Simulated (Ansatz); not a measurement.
GaCl₂F. The state is a singlet with charge 0. Geometry relaxed at r2SCAN-D4/def2-SVP.

```csv
atom,x (Å),y (Å),z (Å)
Ga1,-0.039,-0.056,0.016
Cl2,1.918,-0.365,-0.722
Cl3,-0.885,1.864,0.271
F4,-0.994,-1.444,0.434
```

Task: Estimate the harmonic wavenumbers at RKS r2SCAN-D4/def2-SVP (Ansatz, unscaled). Is this a minimum?

Result: 124, 157, 174, 403, 482, 729 cm⁻¹. Yes, no mode is imaginary beyond noise. Zero-point energy 12.4 kJ/mol. Run time 19 s (4 threads of Arm Neoverse V1 on a shared host).
